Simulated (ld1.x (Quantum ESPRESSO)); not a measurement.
## PBE ultrasoft dataset for Hg (Z = 80), scalar-relativistic all-electron reference.

* Element: mercury
* Generator: ld1.x (Quantum ESPRESSO) 7.5
* Type: ultrasoft
* Functional: PBE
* Relativity: scalar-relativistic
* Frozen core: [Xe] 4f14
* Valence charge: 12
* Reference configuration: 5d9 6s0 6p0 (charge +3)
* Partial waves: 6s (bound, empty): rcut 1.75, rcutus 2.40 bohr; 6s channel at 0.25 Ry: rcut 1.75, rcutus 2.40 bohr; 6p (bound, empty): rcut 2.05, rcutus 2.55 bohr; 6p channel at -1.45 Ry: rcut 2.05, rcutus 2.55 bohr; 5d (bound): rcut 1.45, rcutus 1.95 bohr; 5d channel at -2.4 Ry: rcut 1.45, rcutus 1.95 bohr
* Local potential: all-electron potential smoothed inside 1.75 bohr (lloc = -2)
* Core correction: Bessel-smoothed model core, default radius (core density twice the valence density)
* Augmentation charge: built from norm-conserving waves at rcut, not smoothed further

All-electron outer shells of the reference configuration (PBE, scalar-relativistic, ld1.x):

```
shell  level (eV)  outermost node (bohr)  outermost maximum (bohr)
   5p     -100.55                   0.50                      0.93
   5d      -42.48                   0.55                      1.14
   6s      -34.15                   1.07                      2.00
   6p      -24.09                   1.24                      2.44
```

Question: Estimate the cutoffs (Ry, on a coarse ladder) from which the occupation-weighted sum of valence levels, in a spherical-Bessel basis at the reference potential, stays within 10 and 1 mRy of its value at 400 Ry.

Answer: 30 Ry and 50 Ry.

Question: What does a ghost test show?

Answer: No extra level below or beside the all-electron valence levels (s, p, d, f tested).

Question: Is the overlap operator S = 1 + Σ q|β⟩⟨β| positive definite (Bessel basis up to 400 Ry)?

Answer: Yes: its lowest eigenvalue is 0.44 (p channel).

Test run stopped at test 1 of 7 (negative rho).
